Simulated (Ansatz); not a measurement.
Consider the substitution at a C–C bond: `CCCCl` + `O[SiH3]` → `[SiH3]OCCCl` + CH₄.

Calculated with Ansatz (gas phase, PBE0-D4/def2-TZVP geometries, no zero-point term in ΔE). CCSD(T)/CBS adds triple-zeta CCSD(T) − MP2 to the extrapolated MP2 energy (def2 sets, frozen cores). This one scheme is used for every species. DFT in def2-TZVPP. Each species was taken in one conformer, which may not be the lowest.

| level | ΔE (kJ/mol) |
| --- | --- |
| PBE0-D4 | 37.5 |
| ωB97M-V | 36.1 |
| SCS-MP2/def2-TZVPP | 37.7 |
| CCSD/def2-TZVPP | 37.0 |

(1) What does CCSD(T)/CBS give? (Estimate.)

Largest T1 diagnostic among the species: 0.011.

## Answers

(1) Computed: +39.3 kJ/mol. The listed levels differ from it by -1.8, -3.2, -1.6, -2.3 kJ/mol.

In def2-TZVPP, CCSD(T) changes the Hartree–Fock value by +8.2 kJ/mol (the triples alone add −0.1 kJ/mol) and MP2 by +13.2 kJ/mol.
